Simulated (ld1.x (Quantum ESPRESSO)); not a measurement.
# strontium (Sr), PAW: configuration errors across variants

```json
{"Element": "strontium (Sr)", "Generator": "ld1.x (Quantum ESPRESSO) 7.5", "Type": "PAW", "Functional": "Wu–Cohen", "Relativity": "scalar-relativistic", "Frozen core": "[Ar] 3d10", "Valence charge": "10", "Reference configuration": "4s2 4p6 4d0 5s2 5p0", "Partial waves": "4s (bound): rcut 1.90, rcutus 2.65 bohr; 5s (bound): rcut 1.90, rcutus 2.65 bohr; 4p (bound): rcut 2.10, rcutus 2.65 bohr; 5p (bound, empty): rcut 2.10, rcutus 2.65 bohr; 4d (bound, empty): rcut 2.65, rcutus 3.15 bohr; 4d channel at 0.45 Ry: rcut 2.65, rcutus 3.15 bohr", "Local potential": "all-electron potential smoothed inside 2.45 bohr (lloc = -1)", "Core correction": "Bessel-smoothed model core, default radius (core density twice the valence density)", "Augmentation charge": "BESSEL, radius 1.95 bohr"}
```

All-electron excitation energies from the reference (eV): (1) 4s2 4p6 4d0 5s1 5p0 5.883; (2) 4s2 4p6 4d0 5s0 5p0 16.722; (3) 4s2 4p6 4d0 5s1.5 5p0 2.346; (4) 4s2 4p6 4d0.5 5s1.5 5p0 1.155; (5) 4s2 4p6 4d0 5s0 5p1 8.781.

The overlap operator is not positive definite (basis up to 400 Ry) in “base”, “waves 4s (bound): rcut 1.62, rcutus 1.72 bohr; 5s (bound): rcut 1.62, rcutus 1.72 bohr”, “waves 4s (bound): rcut 1.90, rcutus 2.20 bohr; 5s (bound): rcut 1.90, rcutus 2.20 bohr”, “waves 4s (bound): rcut 1.90, rcutus 2.42 bohr; 5s (bound): rcut 1.90, rcutus 2.42 bohr”, “waves 4s (bound): rcut 1.90, rcutus 2.64 bohr; 5s (bound): rcut 1.90, rcutus 2.64 bohr”, “waves 4s (bound): rcut 1.90, rcutus 2.92 bohr; 5s (bound): rcut 1.90, rcutus 2.92 bohr”, “waves 4s (bound): rcut 1.90, rcutus 3.22 bohr; 5s (bound): rcut 1.90, rcutus 3.22 bohr”, “waves 4s (bound): rcut 1.90, rcutus 3.54 bohr; 5s (bound): rcut 1.90, rcutus 3.54 bohr”, “waves 4s (bound): rcut 1.90, rcutus 3.68 bohr; 5s (bound): rcut 1.90, rcutus 3.68 bohr”, “waves 4s (bound): rcut 1.90, rcutus 3.90 bohr; 5s (bound): rcut 1.90, rcutus 3.90 bohr”. Such files are unfit for use, however small their errors in these radial tests.

Tests that are not counted but printed errors over 1 eV. “waves 4s (bound): rcut 1.90, rcutus 3.54 bohr; 5s (bound): rcut 1.90, rcutus 3.54 bohr”: 4s2 4p6 4d0.5 5s1.5 5p0 (solver errors, printed error -619 eV); 4s2 4p6 4d0 5s1.5 5p0 (solver errors, printed error -547 eV); 2 more. “waves 4s (bound): rcut 1.90, rcutus 3.68 bohr; 5s (bound): rcut 1.90, rcutus 3.68 bohr”: 4s2 4p6 4d0.5 5s1.5 5p0 (solver errors, printed error -620 eV); 4s2 4p6 4d0 5s1.5 5p0 (solver errors, printed error -547 eV); 2 more. “waves 4s (bound): rcut 1.90, rcutus 3.90 bohr; 5s (bound): rcut 1.90, rcutus 3.90 bohr”: 4s2 4p6 4d0.5 5s1.5 5p0 (solver errors, printed error -583 eV); 4s2 4p6 4d0 5s1.5 5p0 (solver errors, printed error -546 eV); 2 more.

Errors AE − PS in meV (a dash: test not solved or not reliable):

```tsv
change	(1)	(2)	(3)	(4)	(5)	bound ghosts
base	+2.4	+33	+0.2	+2.0	+115	not determined (overlap not positive)
waves 4s (bound): rcut 1.62, rcutus 1.72 bohr; 5s (bound): rcut 1.62, rcutus 1.72 bohr	-0.3	-0.4	-0.1	-0.9	+29	not determined (overlap not positive)
waves 4s (bound): rcut 1.90, rcutus 2.20 bohr; 5s (bound): rcut 1.90, rcutus 2.20 bohr	+0.2	+7.4	-0.1	0.0	+67	not determined (overlap not positive)
waves 4s (bound): rcut 1.90, rcutus 2.42 bohr; 5s (bound): rcut 1.90, rcutus 2.42 bohr	+1.3	+20	+0.1	+0.9	+90	not determined (overlap not positive)
waves 4s (bound): rcut 1.90, rcutus 2.64 bohr; 5s (bound): rcut 1.90, rcutus 2.64 bohr	+2.4	+33	+0.2	+2.0	+115	not determined (overlap not positive)
waves 4s (bound): rcut 1.90, rcutus 2.92 bohr; 5s (bound): rcut 1.90, rcutus 2.92 bohr	+3.3	+47	+0.3	+3.0	+136	not determined (overlap not positive)
waves 4s (bound): rcut 1.90, rcutus 3.22 bohr; 5s (bound): rcut 1.90, rcutus 3.22 bohr	–	–	–	–	–	not determined (overlap not positive)
waves 4s (bound): rcut 1.90, rcutus 3.54 bohr; 5s (bound): rcut 1.90, rcutus 3.54 bohr	–	–	–	–	–	not determined (overlap not positive)
waves 4s (bound): rcut 1.90, rcutus 3.68 bohr; 5s (bound): rcut 1.90, rcutus 3.68 bohr	–	–	–	–	–	not determined (overlap not positive)
waves 4s (bound): rcut 1.90, rcutus 3.90 bohr; 5s (bound): rcut 1.90, rcutus 3.90 bohr	–	–	–	–	–	not determined (overlap not positive)
```

Give the same row for: waves 4s (bound): rcut 1.84, rcutus 1.96 bohr; 5s (bound): rcut 1.84, rcutus 1.96 bohr.

-1.2, -4.2, -0.3, -1.2, +25; bound ghosts: not determined (overlap not positive). Not counted: 4s2 4p5 4d0 5s2 5p0 (solver errors, printed error -489 eV). Its overlap operator is not positive definite in a basis up to 400 Ry (lowest eigenvalue s -39.48, p -0.64), so the file is unfit for use: the generalised eigenproblem breaks down once the basis is large enough, and its test numbers describe a broken file.
